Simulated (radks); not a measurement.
Values are calculated unless marked as measured or tabulated.
The chromium ion Cr4+, configuration [Ar] 4p2 (not the ground configuration). Code: a radial shooting solver on a logarithmic mesh with Libxc functionals. Model: scalar-relativistic Kohn-Sham, LDA (Slater exchange, Perdew-Wang correlation), spin-polarised, spherical densities, finite nucleus; open shells are filled with parallel spins first; Fermi nuclear charge, rms radius 3.6452 fm.

Normalised radial functions P(r) = r R(r), r in bohr:

r          2p up  2p down  4p down
0.008711  0.0304   0.0304   0.0054
0.009901  0.0386   0.0386   0.0068
0.01125   0.0488   0.0488   0.0086
0.01279   0.0617   0.0616   0.0108
0.01454   0.0777   0.0777   0.0137
0.01665   0.0991   0.0991   0.0174
0.01893   0.1242   0.1242   0.0218
0.02151   0.1552   0.1552   0.0272
0.02445   0.1931   0.1931   0.0339
0.02779   0.2393   0.2393   0.0419
0.03158   0.2950   0.2950   0.0517
0.0359    0.3618   0.3617   0.0632
0.04113   0.4461   0.4461   0.0778
0.04674   0.5394   0.5394   0.0938
0.05312   0.6469   0.6469   0.1121
0.06038   0.7688   0.7688   0.1326
0.06862   0.9042   0.9042   0.1549
0.07799   1.0513   1.0512   0.1786
0.08936   1.2164   1.2163   0.2041
0.1016    1.3746   1.3745   0.2269
0.1154    1.5282   1.5281   0.2466
0.1312    1.6683   1.6682   0.2609
0.1491    1.7845   1.7845   0.2669
0.1695    1.8662   1.8661   0.2616
0.1942    1.9036   1.9036   0.2399
0.2207    1.8840   1.8841   0.2019
0.2508    1.8071   1.8073   0.1452
0.285     1.6739   1.6740   0.0701
0.324     1.4913   1.4914  -0.0210
0.3682    1.2722   1.2722  -0.1224
0.4218    1.0188   1.0188  -0.2320
0.4794    0.7816   0.7815  -0.3247
0.5449    0.5643   0.5641  -0.3938
0.6193    0.3806   0.3804  -0.4257
0.7039    0.2378   0.2376  -0.4090
0.8       0.1364   0.1363  -0.3371
0.9093    0.0710   0.0710  -0.2103
1.042     0.0315   0.0315  -0.0256
1.184     0.0130   0.0129   0.1770
1.346     0.0046   0.0046   0.3827
1.529     0.0014   0.0014   0.5641
1.738     0.0004   0.0004   0.6964
1.976     0.0001   0.0001   0.7626
2.263     0.0000   0.0000   0.7537
2.572     0.0000   0.0000   0.6782
2.924     0.0000   0.0000   0.5569
3.323     0.0000   0.0000   0.4154
3.777     0.0000   0.0000   0.2792
4.293     0.0000   0.0000   0.1673
4.918     0.0000   0.0000   0.0844
5.589     0.0000   0.0000   0.0382
6.353     0.0000   0.0000   0.0147
7.22      0.0000   0.0000   0.0047

2p up: eigenvalue -649.22 eV, 0 radial nodes, <r> = 0.260 bohr, 90 % of the charge inside 0.427 bohr. 2p down: eigenvalue -648.99 eV, 0 radial nodes, <r> = 0.260 bohr, 90 % of the charge inside 0.427 bohr. 4p down (empty): eigenvalue -38.075 eV, 2 radial nodes at r = 0.315, 1.06 bohr, <r> = 2.27 bohr, 90 % of the charge inside 3.28 bohr.
